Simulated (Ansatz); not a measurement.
A nudged elastic band was laid between two geometries of CH5Ga + H2 (9 atoms, charge 0, multiplicity 1).

Method: RHF/def2-SVP (Ansatz 0.2.0).

| Item | Value |
| --- | --- |
| movable images | 5 |
| climbing image | yes |
| spring | 5.0 eV/Å² |
| optimiser | quadratic models (default) |
| start path | through a guess of the saddle point |
| force threshold | 0.03 eV/Å |
| iteration limit | 60 |
| end points | relaxed |

First end point:

```xyz
9
Properties=species:S:1:pos:R:3
Ga 0.020 0.240 0.320
C 0.052 0.465 2.296
H -0.891 0.164 2.758
H 0.866 -0.097 2.757
H 0.210 1.522 2.537
H 1.359 0.012 -0.486
H -1.337 0.341 -0.482
H -0.388 -2.942 0.292
H -0.320 -2.865 1.033
```

Last end point:

```xyz
9
Properties=species:S:1:pos:R:3
Ga -0.125 -0.663 -0.910
C 0.013 -0.101 2.935
H -0.951 0.157 3.372
H 0.772 -0.138 3.716
H 0.292 0.657 2.202
H 1.306 -0.025 -1.069
H -1.405 0.252 -0.969
H -0.276 -2.218 -0.713
H -0.056 -1.081 2.460
```

Question: What changes between the two ends?

Answer: Bonds broken: Ga1–C2, H8–H9. Bonds formed: Ga1–H8, C2–H9. CH5Ga + H2 becomes CH4 + GaH3.

Question: What energy profile does the band end with?

Answer: It converged. The highest image is number 3 of 0 to 6, 1.93 eV above the first end and 2.59 eV above the last; the last end lies 0.66 eV below the first. Neighbouring images differ by up to 2.3 eV, so the band resolves the path poorly. A vibrational analysis at the climbing image gives one clearly imaginary mode, 1879i cm⁻¹: a first-order saddle point. The orbitals stay closed-shell, which can raise the energy where a bond breaks towards radicals; this wasn't checked here.

| image | path coordinate (Å) | energy (eV) | Ga1–C2 (Å) | H8–H9 (Å) | Ga1–H8 (Å) |
| --- | --- | --- | --- | --- | --- |
| 0 | 0.00 | 0.00 | 1.99 | 0.75 | 3.21 |
| 1 | 0.79 | 0.02 | 1.99 | 0.75 | 2.67 |
| 2 | 1.58 | 0.35 | 2.01 | 0.75 | 2.19 |
| 3 | 2.36 | 1.93 | 2.23 | 1.05 | 1.78 |
| 4 | 3.27 | -0.32 | 2.76 | 1.94 | 1.58 |
| 5 | 4.18 | -0.64 | 3.31 | 2.70 | 1.57 |
| 6 | 5.08 | -0.66 | 3.89 | 3.38 | 1.57 |

Question: What is the geometry of the highest image?

Answer: 
```xyz
9
Properties=species:S:1:pos:R:3
Ga -0.049 -0.274 0.033
C -0.023 -0.065 2.252
H -0.980 -0.172 2.765
H 0.770 -0.517 2.853
H 0.202 1.002 2.186
H 1.393 -0.061 -0.516
H -1.443 0.178 -0.495
H -0.182 -1.963 0.570
H -0.118 -1.287 1.377
```

Run time: 2.3 min on 1 thread of Arm Neoverse N1, on a shared host, peak memory 0.15 GiB.
